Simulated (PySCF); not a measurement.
A structure optimised at B3LYP-D3(BJ)/def2-TZVP, used in a PySCF frequency run:

```
Se
F 1 1.7706
I 1 2.5137 2 100.09
```

### Question
Write its SMILES, formula and point group.

### Answer
F[Se]I, FISe, Cs

### Question
What are its rotational constants (standard atomic weights)?

### Answer
11.736, 1.3386, 1.2015 GHz
